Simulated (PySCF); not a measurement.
Calculation: TPSSh-D3(BJ)/def2-TZVP // BP86-D3(BJ)/def2-SVP (PySCF). All species are isolated molecules in the gas phase. One relaxed conformer stands for a flexible species; it need not be the lowest. 

Reference species: [Zn(OH)2] (neutral, multiplicity 1).

```
Quantity              Result
-------------------  -------
HOMO–LUMO gap        5.96 eV
coordination number        2
```

Changed species: [Zn(Br)2] (2 of 2 OH replaced by Br; the reference has 0 of 2 OH replaced by Br).

Predict the effect on the HOMO–LUMO gap and coordination number.

the HOMO–LUMO gap decreases by 0.29 eV, to 5.67 eV; the coordination number stays essentially unchanged.
